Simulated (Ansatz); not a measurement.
C$_{2}$H$_{7}$AlSi, relaxed with RKS PBE0-D4/def2-TZVP in Ansatz from a PBE-D4/def2-SVP geometry. The force threshold is 0.005 eV/Å; the program also tests the step.

Total charge 0; spin multiplicity 1. The bonds changed during the relaxation, so this is another structure than the one it started from.

Start:

```xyz
11

Si   -0.906    1.140    0.101
C    -0.639   -0.649   -0.034
C     0.568   -1.189    0.731
Al    1.172   -0.089   -0.787
H    -1.768    1.780   -0.947
H    -0.996    1.907    1.399
H     0.697    1.545   -0.156
H    -1.399   -1.322   -0.466
H     0.724   -0.893    1.786
H     0.732   -2.276    0.602
H     1.817    0.044   -2.229
```

(1) By how much does the energy fall, and how many steps does the optimiser take? (Estimate.)

(2) Which bonds change most? (Estimate.)

(3) Give the relaxed structure. (Estimate.)

Answers

(1) Ansatz gave: 0.06 eV, in 9 steps, 1 of them rejected.

(2) Computed: C2–Al4 from 2.039 to 1.979 Å; Si1–H7 from 1.673 to 1.613 Å; C3–Al4 from 1.969 to 1.931 Å; Si1–Al4 from 2.572 to 2.551 Å.

(3) Ansatz gave: 
```xyz
11

Si   -0.885    1.130    0.106
C    -0.639   -0.643   -0.072
C     0.584   -1.162    0.710
Al    1.114   -0.142   -0.842
H    -1.741    1.796   -0.904
H    -0.994    1.837    1.415
H     0.643    1.540   -0.210
H    -1.432   -1.313   -0.386
H     0.701   -0.860    1.749
H     0.727   -2.238    0.608
H     1.922    0.055   -2.174
```
